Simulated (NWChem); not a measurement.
ZnH$_{2}$SeS; SMILES [SH][Zn][SeH]

```xyz
5

Zn    -0.0106     0.5244    -0.0170
S     -0.0050     2.7034    -0.0420
H     -0.1029     2.7797     1.3053
Se    -0.0277    -1.7639    -0.0061
H      1.4427    -1.7934     0.0813
```
Atoms are numbered in this order, from 1.

Computed with NWChem. Geometry: optimised at PBE0/def2-SVP. Ions are spin-unrestricted doublets at the neutral geometry; other ion states weren't tried.

**Question.** Order these by “vertical ionisation energy, ΔSCF (eV)”, lowest first: B3LYP/def2-SVP; LRC-wPBEh/def2-SVP; PBE/def2-SVP.

**Answer.** PBE/def2-SVP (8.72), B3LYP/def2-SVP (8.99), LRC-wPBEh/def2-SVP (9.71)
